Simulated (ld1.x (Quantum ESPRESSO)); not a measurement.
**What one change does to a pseudopotential (iron, RRKJ)**

ld1.x (Quantum ESPRESSO) 7.5 input, shortened:

```
&input
   title='Fe', zed=26., rel=1, dft='PBE', iswitch=3,
   config='[Ar] 3d6.5 4s1.5 4p0'
 /
 &inputp
   pseudotype=2, tm=.false., rho0=0.005, lloc=-1, rcloc=2.40,
   nlcc=.false.
 /
3
4S  1  0   1.50   0.00  2.10  2.10  0.0
4P  2  1   0.00   0.00  3.45  3.45  0.0
3D  3  2   6.50   0.00  1.10  1.10  0.0
 &test
   configts(1)='3d6.5 4s1.5 4p0'
 /
```

All-electron outer shells of the reference configuration (PBE, scalar-relativistic, ld1.x):

```tsv
shell	level (eV)	outermost node (bohr)	outermost maximum (bohr)
3s	-91.55	0.33	0.70
3p	-57.65	0.30	0.72
3d	-5.48	–	0.72
4s	-4.74	1.01	2.47
4p	-1.08	1.11	3.55
```

Change: core correction a·sin(br)/r model core inside 0.76 bohr.

Cutoffs: the cutoffs (Ry, on a coarse ladder) from which the occupation-weighted sum of valence levels, in a spherical-Bessel basis at the reference potential, stays within 10 and 1 mRy of its value at 400 Ry; they do not see the model core or the augmentation charge, which bear on the density cutoff. Errors are all-electron minus pseudo energies relative to the spin-unpolarised reference configuration.

Q: How do hardness, ghosts and transferability respond?

A: The potential gets neither clearly harder nor softer (140 Ry and 180 Ry → 140 Ry and 180 Ry); of the 7 tests that both files solve, the error grows in 6 and shrinks in 1 by more than 15 % and 0.3 meV (median size 38.1 → 49.2 meV); neither file shows a bound ghost. A model core, the more so a compact one, raises the density cutoff, which this test does not measure.

| quantity | base | changed |
| --- | --- | --- |
| cutoff, loose | 140 Ry | 140 Ry |
| cutoff, tight | 180 Ry | 180 Ry |
| bound ghosts | none | none |
| error for 3d6 4s2 4p0, meV [ΔE 0.73 eV] | -45 | -54 |
| error for 3d6 4s1 4p0, meV [ΔE 9.46 eV] | -11 | -26 |
| error for 3d6 4s0 4p0, meV [ΔE 25.66 eV] | +87 | -38 |
| error for 3d6 4s1 4p1, meV [ΔE 4.83 eV] | -38 | -49 |
| error for 3d5 4s0 4p0, meV [ΔE 59.88 eV] | -200 | -614 |
| error for 3d6 4s0 4p2, meV [ΔE 9.18 eV] | -28 | -57 |
| error for 3d6 4s1.5 4p0, meV [ΔE 4.21 eV] | -31 | -38 |
| s: phases at 3.75 bohr within 0.05 rad from the reference energy up to (Ry; the scan ends near 5) | 1.0 | 1.0 |
| p: phases at 3.75 bohr within 0.05 rad from the reference energy up to (Ry; the scan ends near 5) | 1.5 | 1.5 |
| d: phases at 3.75 bohr within 0.05 rad from the reference energy up to (Ry; the scan ends near 5) | 0.5 | 0.5 |
